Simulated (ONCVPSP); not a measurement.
## u(r) = r·R(r): atom against pseudo-atom (scandium (Sc))

Columns: radius, all-electron u(r) and pseudo u(r) of the 3p shell (level -33.62 eV) of scandium in the configuration [Ne] 3s2 3p6 3d1 4s2; PBE, scalar-relativistic, ONCV scheme, ONCVPSP 4.0.1.

| r (bohr) | all-electron | pseudo |
| --- | --- | --- |
| 0.098 | -0.3527 | 0.0273 |
| 0.195 | -0.5010 | 0.1041 |
| 0.292 | -0.3262 | 0.2211 |
| 0.390 | -0.0087 | 0.3676 |
| 0.488 | 0.3171 | 0.5261 |
| 0.585 | 0.5864 | 0.6770 |
| 0.682 | 0.7844 | 0.8065 |
| 0.780 | 0.9125 | 0.9059 |
| 0.878 | 0.9785 | 0.9683 |
| 0.975 | 0.9957 | 0.9908 |
| 1.072 | 0.9777 | 0.9769 |
| 1.170 | 0.9352 | 0.9351 |
| 1.268 | 0.8773 | 0.8772 |
| 1.365 | 0.8115 | 0.8114 |
| 1.463 | 0.7414 | 0.7414 |
| 1.560 | 0.6719 | 0.6719 |
| 1.658 | 0.6038 | 0.6038 |
| 1.755 | 0.5401 | 0.5400 |
| 1.852 | 0.4807 | 0.4807 |
| 1.950 | 0.4256 | 0.4256 |
| 2.047 | 0.3761 | 0.3760 |
| 2.145 | 0.3309 | 0.3309 |
| 2.242 | 0.2909 | 0.2909 |
| 2.340 | 0.2549 | 0.2549 |
| 2.438 | 0.2230 | 0.2230 |
| 2.535 | 0.1951 | 0.1951 |

Problem. How many radial nodes do the two functions have?

Solution. The all-electron 3p function has n − l − 1 = 1; the pseudo-wave has 0, since the states of the same l below it are removed with the core.

Problem. At about which radius was the pseudo-wave matched?

Solution. 1.20 bohr, where the columns begin to agree (steps of 0.10 bohr).

Problem. Is the pseudo-wave norm-conserving?

Solution. Yes: the ONCV scheme keeps the norm inside the radius equal to the all-electron one, which fixes the energy derivative of the logarithmic derivative at the level.
